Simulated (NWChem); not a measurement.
Molecule: SiH2ClF; SMILES F[SiH2]Cl

Computed with NWChem. Pople sets run with spherical d functions. All runs use the structure optimised with B3LYP/6-31G* (spherical d). Ions are spin-unrestricted doublets at the neutral geometry; other ion states weren't tried. Functional: LC-ωPBE (HJS hole) with 6-31G*; rows give the range parameter ω in 1/bohr.

Question: At which range parameter does −ε(HOMO) equal the ΔSCF ionisation energy (optimal tuning)?

Answer: about 0.43 per bohr, by linear interpolation in these runs:
```
range parameter (1/bohr)  vertical ionisation energy, ΔSCF (eV)  −ε(HOMO) (eV)  ΔSCF minus −ε(HOMO) (eV)
------------------------  -------------------------------------  -------------  ------------------------
0.20                                                      11.55          10.44                      1.11
0.25                                                      11.71          10.93                      0.78
0.35                                                      12.01          11.70                      0.31
0.40                                                      12.12          12.01                      0.11
0.50                                                      12.27          12.48                     -0.21
```
